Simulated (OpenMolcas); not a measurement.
# Multiconfigurational calculation on La+

Input:

```
&GATEWAY
Coord
1

La 0.0 0.0 0.0
Basis=ANO-RCC-VTZP
Group=XYZ
NoMove
AngMom=0.0 0.0 0.0
AMFI
&SEWARD
&RASSCF
FileOrb=start.orb
Symmetry=1
Spin=3
nActEl=2 0 0
Inactive=15 12
Ras2=6 0
CIRoot=15 15 1
SDav=15
CIMx=300
Iter=120 100
PrWF=0.3
OrbListing=Nothing
MaxOrb=0
Atom
>>> COPY $Project.JobIph JOB001
&RASSCF
FileOrb=start.orb
Symmetry=1
Spin=1
nActEl=2 0 0
Inactive=15 12
Ras2=6 0
CIRoot=21 21 1
SDav=21
CIMx=300
Iter=120 100
PrWF=0.3
OrbListing=Nothing
MaxOrb=0
Atom
CIOnly
>>> COPY $Project.JobIph JOB002
&RASSI
NrOfJobIphs=2 15 21
1 2 3 4 5 6 7 8 9 10 11 12 13 14 15
1 2 3 4 5 6 7 8 9 10 11 12 13 14 15 16 17 18 19 20 21
IphNames
JOB001
JOB002
EJob
SpinOrbit
DIPRint=1.0
SOCoupling=1000.0
Subsets=2
MEES
Property=10
'ANGMOM' 1 'ANGMOM' 2 'ANGMOM' 3 'MLTPL  1' 1 'MLTPL  1' 2 'MLTPL  1' 3
'AMFI' 1 'AMFI' 2 'AMFI' 3 'MLTPL  2' 6
SOProperty=3
'ANGMOM' 1 'ANGMOM' 2 'ANGMOM' 3
```

Launched by
```bash
OMP_NUM_THREADS=1 MOLCAS_MEM=1689 MOLCAS_PROJECT=a pymolcas a.inp > a.log  # once for each step of the input, in one work folder
```

A driver script runs the steps one by one and writes start.orb anew before each from the orbitals found so far, so a CI-only block uses the converged orbitals of the first block.

Output, cut to the results:

```
--- SEWARD ---
Basis set label: LA.ANO-RCC...8S7P5D3F2G1H.

      Electronic valence basis set:
      ------------------
      Associated Effective Charge  57.000000 au
      Associated Actual Charge     57.000000 au
      Nuclear Model: Point charge

      Shell  nPrim  nBasis  Cartesian Spherical Contaminant
         s      24       8        X
         p      21       7        X
         d      15       5                 X
         f       5       3                 X
         g       3       2                 X
         h       2       1                 X
                  Relativistic Douglas-Kroll-Hess integrals:
                    - DKH order of Hamiltonian: 2
                    - DKH order of Properties : 0
                  Atomic mean-field integrals
--- RASSCF ---
Wave function specifications:
      -----------------------------

      Number of closed shell electrons          54
      Number of electrons in active shells       2
      Max number of holes in RAS1 space          0
      Max nr of electrons in RAS3 space          0
      Number of inactive orbitals               27
      Number of active orbitals                  6
      Number of secondary orbitals              71
      Spin quantum number                      1.0
      State symmetry                             1
Orbital specifications:
      -----------------------

      Symmetry species                           1   2
                                                ag  au
      Frozen orbitals                            0   0
      Inactive orbitals                         15  12
      Active orbitals                            6   0
      RAS1 orbitals                              0   0
      RAS2 orbitals                              6   0
      RAS3 orbitals                              0   0
      Secondary orbitals                        30  41
      Deleted orbitals                           0   0
      Number of basis functions                 51  53
      Number of CSFs                            15
      Number of root(s) required                15
      Iter CI   SX   CI       RASSCF       Energy    max ROT     max BLB   max BLB  Level Ln srch  Step   QN
          iter iter root      energy       change     param      element    value   shift minimum  type update
 Nr of preliminary CI iterations:   1
      Total energies have been shifted. Add                -8000.00 au
        1   1    4    0  -486.34474467    0.00E+00   4.90E-06   10  13 2  2.83E-06   0.37   0.00    SX    NO
        2   1    4    0  -486.34474467   -4.91E-11  -2.67E-06   10  13 2  1.12E-06   0.37   0.00    SX    NO
        3   1    3    0  -486.34474467    0.00E+00   1.49E-06   10  13 2  3.62E-07   0.37   0.00    SX    NO
        4   1    2    0  -486.34474467    3.64E-12   7.95E-07   21  22 1  1.32E-07   0.37   0.00    SX    NO
      Convergence after  4 iterations
        5   1    2    0  -486.34474467   -5.46E-12   7.95E-07   21  22 1  7.46E-08   0.37   0.00    SX    NO
      Natural orbitals and occupation numbers for root  1
      sym 1:   0.450547   0.549453  -0.000000   0.549453   0.450547   0.000000
      Natural orbitals and occupation numbers for root  2
      sym 1:   0.431809   0.568191  -0.000000   0.568191   0.431809   0.000000
      Natural orbitals and occupation numbers for root  3
      sym 1:   0.104123   0.104123   0.895877   0.000000   0.895877   0.000000
::    RASSCF root number  1 Total energy:  -8486.35303596
::    RASSCF root number  2 Total energy:  -8486.35303596
::    RASSCF root number  3 Total energy:  -8486.35303596
::    RASSCF root number  4 Total energy:  -8486.35303596
::    RASSCF root number  5 Total energy:  -8486.35303596
::    RASSCF root number  6 Total energy:  -8486.35303596
::    RASSCF root number  7 Total energy:  -8486.35303596
::    RASSCF root number  8 Total energy:  -8486.34710189
::    RASSCF root number  9 Total energy:  -8486.34710189
::    RASSCF root number 10 Total energy:  -8486.34710189
::    RASSCF root number 11 Total energy:  -8486.34710189
::    RASSCF root number 12 Total energy:  -8486.34710189
::    RASSCF root number 13 Total energy:  -8486.32146963
::    RASSCF root number 14 Total energy:  -8486.32146963
::    RASSCF root number 15 Total energy:  -8486.32146963
--- RASSCF ---
Wave function specifications:
      -----------------------------

      Number of closed shell electrons          54
      Number of electrons in active shells       2
...
--- RASSI ---
SPIN-FREE ENERGIES:
  (Shifted by EMIN (a.u.) =      -8486.3530359578)

 SF State       Relative EMIN(au)   Rel lowest level(eV)    D:o, cm**(-1)      L_eff

     1             0.0000000000        0.0000000000              0.0000         3.0
     2             0.0000000000        0.0000000000              0.0000         3.0
     3             0.0000000000        0.0000000000              0.0000         3.0
     4             0.0000000000        0.0000000000              0.0000         3.0
     5             0.0000000000        0.0000000000              0.0000         3.0
     6             0.0000000000        0.0000000000              0.0000         3.0
     7             0.0000000000        0.0000000000              0.0000         3.0
    16             0.0017726593        0.0482365174            389.0538         2.0
    17             0.0017726593        0.0482365174            389.0538         2.0
    18             0.0017726593        0.0482365174            389.0538         2.0
    19             0.0017726593        0.0482365174            389.0538         2.0
    20             0.0017726593        0.0482365174            389.0538         2.0
     8             0.0059340645        0.1614741221           1302.3766         2.0
     9             0.0059340645        0.1614741221           1302.3766         2.0
    10             0.0059340645        0.1614741221           1302.3766         2.0
    11             0.0059340645        0.1614741221           1302.3766         2.0
    12             0.0059340645        0.1614741221           1302.3766         2.0
    15             0.0315663283        0.8589635516           6928.0083         1.0
    13             0.0315663283        0.8589635516           6928.0083         1.0
    14             0.0315663283        0.8589635516           6928.0083         1.0
    21             0.0370132813        1.0071826924           8123.4763         0.0
...
```

Levels above the lowest, from the spin-orbit matrix, grouped by J:

```tsv
Configuration	Term	J	E (cm⁻¹)	Measured (cm⁻¹)	g	Term weight %	Second
5d²	³F	2	0.0	0.0	0.712	87	13 ¹D
5d²	³F	3	1038	1016	1.084	100	
5d²	¹D	2	1640		1.005	63	25 5d 6s ³D
5d 6s	³D	1	1818	1895	0.499	100	
5d²	³F	4	2049	1971	1.250	100	
5d 6s	³D	2	2555	2592	1.120	75	23 5d² ¹D
5d 6s	³D	3	3123	3250	1.334	100	
5d²	³P	0	7478	5250		92	8 6s² ¹S
5d²	³P	1	7966	5718	1.501	100	
5d²	³P	2	8497	6227	1.495	99	
6s²	¹S	0	9584	7395		92	8 5d² ³P
5d²	¹G	4	10574	7473	1.001	100	
5d 6s	¹D	2	14857		1.003	99	
5d²	¹S	0	28065			100
```

Against the 10 measured excited levels shown (NIST Handbook of Basic Atomic Spectroscopic Data) the mean absolute deviation is 1200 cm-1; the largest miss in energy is 5d² ¹G₄: computed 10574, measured 7473 cm⁻¹ (+41.5 %).

Without dynamic correlation excited terms often stand tens of per cent too high (terms of higher spin than the ground term too low), and those without a measured partner can miss by more than the paired ones. Terms from blocks run as CI alone lack orbitals of their own. Configurations are named by rounded mean occupations; where the s occupation lies near a half they are strongly mixed, a name can repeat and a true partner stay unpaired. A single d shell beside an s shell can misplace configurations of different d count against each other. Measured partners are found by configuration, term and J. A level has none where our copy of the source lacks it or the pairing is in doubt (some pairs that miss far off the trend of their configuration count as doubtful), and it then counts in no deviation. Levels of configurations outside the active space are missing.

The RASSCF and RASSI steps took 16 s on 1 thread of AMD EPYC 9R14 (Zen 4) (shared host); the integral step is not counted.

The term weight is that of the spin-free term in the level, not the purity of its configuration.
